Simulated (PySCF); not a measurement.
Excitations are Tamm–Dancoff values on a coarser integration grid. The basis has no diffuse functions, so Rydberg states are missing or too high.

C2H5N, SMILES `C(N)=C` (C–C–N–H torsion 153°) (charge 0, multiplicity 1)

Calculation: TPSSh-D3(BJ)/def2-TZVP // CAM-B3LYP-D3(BJ)/def2-TZVP (PySCF).

| Item | Result |
|---|---|
| HOMO | -5.30 eV |
| dipole moment | 1.66 D |
| LUMO | 0.66 eV |
| HOMO–LUMO gap | 5.96 eV |
| S1 excitation (TDA) | 5.70 eV |
| S1 oscillator strength | 0.007 |
| brightest of the four lowest singlets (TDA) | 7.08 eV |
| T1 excitation (TDA) | 4.17 eV |
| S1–T1 gap (TDA) | 1.53 eV |
| total energy | -134.0119 Ha |
| cost | around 2.4 core-minutes (rough) |

```xyz
8

C      1.1655    -0.2226     0.1413
C      0.0414     0.4091    -0.1757
N     -1.2284    -0.1381    -0.2095
H      2.1146     0.2849     0.0714
H      1.1703    -1.2574     0.4607
H      0.0745     1.4448    -0.4951
H     -1.9921     0.4976    -0.0586
H     -1.3457    -1.0183     0.2656
```
